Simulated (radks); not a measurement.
Q: Species: the osmium ion Os70+. Configuration: [He] 2s2 2p2. Method: scalar-relativistic Kohn-Sham, BLYP, spin-polarised, spherical densities, finite nucleus; open shells are filled with parallel spins first (spin-orbit coupling, left out, can overturn this in heavy ions); Fermi nuclear charge, rms radius 5.4126 fm; computed with a radial shooting solver on a logarithmic mesh with Libxc functionals. Some entries of the table are withheld. Estimate them.

| orbital | occ. | eigenvalue (hartree) | r(max) (bohr) |
|---|---|---|---|
| 1s up | 1 | -3006.457 | (1) |
| 1s down | 1 | -3004.962 | (2) |
| 2s up | 1 | (3) | 0.06208 |
| 2s down | 1 | (4) | 0.06214 |
| 2p up | 2 | -673.7843 | 0.05065 |
| 2p down | 0 | -670.6778 | 0.05073 |

A: 
(1) 1s up r(max) (bohr): 0.01102
(2) 1s down r(max) (bohr): 0.01102
(3) 2s up eigenvalue (hartree): -729.4770
(4) 2s down eigenvalue (hartree): -726.8052
